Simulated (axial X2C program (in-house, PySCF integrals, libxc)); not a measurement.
## Potential curves of GaB⁺, with spin–orbit coupling

Calculated with an axial X2C code built on PySCF integrals. Two-component (2c) means X2C with spin–orbit coupling and atomic mean-field two-electron Coulomb and Gaunt terms. Basis: Ga dyall-cv3z [9s9p7d4f1g], B dyall-v3z [7s6p2d1f] (cores contracted in-house); Gaussian nuclei, density fitting, unrestricted open shells. Masses: Ga 68.926 u, B 11.009 u.

State: Ω = 1/2 (⟨Sz⟩ = 0.50, ⟨Lz⟩ = 0.00 at HF). Energies in kJ/mol from the fragments at the same level (Ga+ + B). Fits are polynomials in 1 − R0/R over 0.85 to 1.23 times the lowest point R0.

```
 R (Å)     MP2      HF    PBE0
2.4308  -54.54  -31.57  -72.64
2.5425  -62.53  -42.67  -80.79
2.6264  -65.88  -48.00  -84.27
2.7102  -67.54  -51.36  -86.06
2.7940  -67.89  -53.21  -86.52
2.8918  -67.08  -53.90  -85.80
2.9896  -65.32  -53.42  -84.08
3.1153  -62.09  -51.61  -80.85
3.2690  -57.26  -48.28  -75.93
3.4925  -49.53  -42.40  -67.89
```

Correlated methods: 15 electrons correlated (number of frozen shells: Ga 3 s, 2 p; B 1 s), 239 virtual spin orbitals or spinors in MP2.

Occupations by symmetry block were frozen at the best pattern of an incomplete PBE0 search. Dissociation energies refer to the lowest single-determinant-based atoms at the same level and basis. Density functionals use the spin component along the axis (collinear). The 2c atoms are single determinants rather than J levels; their spin–orbit lowering is only partly caught, and De is too large by that part. This holds for PBE0. The functionals have no current-density term, which raises determinants with orbital currents, atoms included. MP2 and coupled cluster on one determinant become unreliable at the stretched end.

**Question.** Fit the MP2 curve near its minimum: give the equilibrium distance, the harmonic wavenumber and the well depth.

**Answer.** At MP2, 2c: Re = 2.779 Å, ωe ≈ 208 cm⁻¹, De = 0.70 eV to Ga+ + B; Be follows as 0.23 cm⁻¹.

**Question.** Fit the HF curve near its minimum: give the equilibrium distance, the harmonic wavenumber and the well depth.

**Answer.** At HF, 2c: Re = 2.895 Å, ωe ≈ 189 cm⁻¹, De = 0.56 eV to Ga+ + B; Be follows as 0.212 cm⁻¹.

**Question.** What are Re, ωe and De at the PBE0 level?

**Answer.** At PBE0, 2c: Re = 2.787 Å, ωe ≈ 208 cm⁻¹, De = 0.90 eV to Ga+ + B; Be follows as 0.229 cm⁻¹.
